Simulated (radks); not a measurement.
The numbers below are computed, except where a source is named.
Question: Coherent X-ray form factor from a spherical all-electron density. Code: a radial shooting solver on a logarithmic mesh with Libxc functionals. Model: scalar-relativistic Kohn-Sham, PBE, spin-polarised, spherical densities, finite nucleus; Fermi nuclear charge, rms radius of each element as measured or else 0.836 A^(1/3) + 0.57 fm.

sin(theta)/lambda (1/angstrom),f0 (electrons)
0.05,53.625
0.1,52.538
0.15,50.846
0.2,48.701
0.25,46.271
0.3,43.711
0.4,38.665
0.5,34.134
0.6,30.256
0.8,24.271
1,20.211
1.25,16.989
1.5,14.763
2,11.034

The species is in the configuration that NIST lists as its ground one. Which atom or ion scatters so?

Answer: The samarium ion Sm8+, [Kr] 4d10 4f4 5s2 5p2. Extrapolating in s^2 from the first two rows gives f0(0) = 54.0, near the electron count 54; among species with that count, the fall with angle is slower the higher Z, and the table is that of Z = 62; from so few rows the species is fixed only to a neighbour or two.
